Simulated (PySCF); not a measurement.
NICS in isomers of C6H6NOP.

Definitions: NICS(0) = −σiso at the ring centroid; NICS(1) = −σiso and NICS(1)zz = −σzz at ±1 Å along the ring normal z. Level: GIAO PBE0/pcSseg-1 (PySCF, non-relativistic, gas phase) on the GFN2-xTB geometries, one conformer each. Atom numbers follow the mapped SMILES.

Task: Order these rings by mean NICS(1)zz, lowest (most negative) first (ppm).
A. ring C2–C3–P4–C5–C8–N9 in `[CH3:1][c:2]1[cH:3][p:4][c:5]([CH:6]=[O:7])[cH:8][n:9]1`
B. ring C3–C4–P5 in `[CH2:1]=[CH:2][C:3]1=[CH:4][P@:5]1(=[O:6])[CH2:7][C:8]#[N:9]`
C. ring C4–C5–N6–C7–C8–P9 in `[CH3:1][C:2](=[O:3])[c:4]1[cH:5][n:6][cH:7][cH:8][p:9]1`
D. ring C4–C5–P6–C7–C8–N9 in `[CH3:1][C:2](=[O:3])[c:4]1[cH:5][p:6][cH:7][cH:8][n:9]1`

Result: D (-26.0), C (-24.6), A (-23.1), B (-9.0).

```
              SMILES                                                     ring  NICS(0)  NICS(1)  NICS(1)zz  HOMA  rms pucker (Å)  ring atoms with four or more neighbours
      CC(=O)c1cpccn1  6-membered ring with N and P; formal bonds all aromatic     -6.0    -10.6      -26.0  0.94            0.00                                        0
      CC(=O)c1cnccp1  6-membered ring with N and P; formal bonds all aromatic     -5.8    -10.2      -24.6  0.89            0.00                                        0
      Cc1cpc(C=O)cn1  6-membered ring with N and P; formal bonds all aromatic     -5.3     -9.9      -23.1  0.90            0.00                                        0
C=CC1=C[P@]1(=O)CC#N  3-membered ring with P; formal bonds 1 double, 2 single    -14.7     -7.4       -9.0     –            0.00                                        1
```

NICS(0) gives another order. The isotropic NICS(1) gives the same order. HOMA uses Krygowski's 1993 parameters; it is left out where a ring has a four-coordinate atom, a triple bond, no multiple bond or a kind of bond without parameters. NICS(1) and NICS(1)zz are means over the two faces.
